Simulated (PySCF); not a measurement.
SMILES N[SiH2][SiH2]F (H6FNSi2), singlet, PBE0/def2-SVP optimised geometry.

```
10

Si    -1.26     0.38     0.00
F     -1.77    -0.38    -1.35
Si     1.10     0.38     0.00
N      1.85    -1.18     0.02
H     -1.81    -0.37     1.17
H     -1.85     1.76     0.00
H      1.54     1.14     1.21
H      1.56     1.10    -1.23
H      1.76    -1.76     0.86
H      1.79    -1.76    -0.81
```

Density from PySCF 2.14.0 with PBE0/def2-TZVP at that geometry.

Minimum of the electron density along straight lines between bonded atoms, close to the bond critical point (lines longer than 1.1 times the sum of covalent radii, or with two minima, are not listed):

| bond | length / Å | ρ at the minimum / e bohr⁻³ | ∇²ρ there / e bohr⁻⁵ | position (fraction from the first atom) |
|---|---|---|---|---|
| Si1–F2 | 1.638 | 0.126 | (withheld) | 0.42 |
| Si1–Si3 | 2.358 | 0.096 | (withheld) | 0.62 |
| Si3–N4 | 1.737 | 0.129 | 0.53 | 0.40 |
| Si1–H5 | 1.497 | 0.120 | 0.13 | 0.49 |
| Si1–H6 | 1.496 | 0.120 | (withheld) | 0.49 |
| Si3–H7 | 1.498 | 0.118 | 0.15 | 0.49 |
| Si3–H8 | 1.496 | 0.119 | 0.15 | 0.49 |
| N4–H9 | 1.015 | 0.331 | -1.60 | 0.74 |
| N4–H10 | 1.015 | 0.331 | -1.60 | 0.74 |

**Question.** What belongs in the gaps?

**Answer.** 
- Si1–F2, ∇²ρ there / e bohr⁻⁵: 0.85
- Si1–Si3, ∇²ρ there / e bohr⁻⁵: -0.18
- Si1–H6, ∇²ρ there / e bohr⁻⁵: 0.14
